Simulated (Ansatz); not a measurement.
Consider the redistribution: `C=C[O][AlH][SnH3]` + `O[Si](F)(F)F` → `F[Si](F)(F)[SnH3]` + `C=C[O][AlH][OH]`.

Gas-phase electronic energies from Ansatz, PBE0-D4/def2-TZVP geometries. CCSD(T)/CBS adds triple-zeta CCSD(T) − MP2 to the extrapolated MP2 energy (def2 sets, frozen cores). Functionals use def2-TZVPP. B3LYP here is the variant with VWN-RPA as its local correlation; programs differ in this. def2 core potentials past Kr. For Sn outer-core shells are correlated without core-valence functions, which leaves a few kJ/mol of doubt a bond. Each species was taken in one conformer, which may not be the lowest.

`C=C[O][AlH][SnH3]`:

```xyz
12

C    -0.773    1.037   -2.548
C    -0.237    1.529   -1.438
O    -0.026    0.849   -0.298
Al    0.546   -0.704    0.105
Sn    0.355   -1.243    2.687
H    -0.910    1.679   -3.407
H    -1.091    0.003   -2.625
H     0.060    2.574   -1.372
H     1.133   -1.619   -1.047
H     0.695   -2.883    3.036
H     1.455   -0.309    3.605
H    -1.206   -0.914    3.301
```

`O[Si](F)(F)F`:

Cartesian coordinates in Å:
```
O -1.185 0.189 -0.428
Si 0.315 0.112 0.137
F 1.325 -0.463 -0.921
F 0.428 -0.799 1.413
F 0.754 1.565 0.515
H -1.637 -0.604 -0.716
```

`F[Si](F)(F)[SnH3]`:

Cartesian coordinates in Å:
```
F 1.227 1.262 1.580
Si 0.559 -0.100 1.126
F -0.463 -0.509 2.263
F 1.705 -1.192 1.127
Sn -0.573 0.102 -1.153
H 0.590 0.548 -2.312
H -1.257 -1.399 -1.567
H -1.788 1.289 -1.065
```

`C=C[O][AlH][OH]`:

Cartesian coordinates in Å:
```
C -1.277 -0.016 1.497
C -0.819 -0.869 0.588
O -0.077 -0.554 -0.485
Al 1.232 0.485 -0.798
O 1.679 0.710 -2.408
H -1.880 -0.380 2.318
H -1.074 1.048 1.444
H -1.050 -1.931 0.652
H 2.034 1.199 0.341
H 1.232 0.307 -3.150
```

```
             level  ΔE (kcal/mol)  difference from CCSD(T)/CBS
            PBE-D4           -1.0                         -2.6
         r2SCAN-D4            0.9                         -0.7
           PBE0-D4            1.1                         -0.5
          B3LYP-D4           -0.6                         -2.2
           ωB97X-V           -0.2                         -1.8
           ωB97M-V            0.0                         -1.6
            B2PLYP            0.3                         -1.3
               PBE           -0.8                         -2.4
            r2SCAN            0.9                         -0.7
              PBE0            1.2                         -0.4
             B3LYP           -0.3                         -1.9
     HF/def2-TZVPP            4.5                          2.9
    MP2/def2-TZVPP            1.4                         -0.2
SCS-MP2/def2-TZVPP            1.4                         -0.2
   CCSD/def2-TZVPP            2.4                          0.8
CCSD(T)/def2-TZVPP            2.0                          0.4
     HF/def2-QZVPP            4.4                          2.8
    MP2/def2-QZVPP            1.1                         -0.5
SCS-MP2/def2-QZVPP            1.1                         -0.5
      HF/CBS(def2)            4.4                          2.8
     MP2/CBS(def2)            1.0                         -0.6
    CCSD/CBS(def2)            2.0                          0.4
       CCSD(T)/CBS            1.6                            0
```

Largest T1 diagnostic among the species: 0.014.

In def2-TZVPP, CCSD(T) changes the Hartree–Fock value by −2.5 kcal/mol (the triples alone add −0.4 kcal/mol) and MP2 by −3.1 kcal/mol. From PBE to PBE0 (25 % exact exchange), in def2-TZVPP and without D4, ΔE moves by +2.1 kcal/mol.
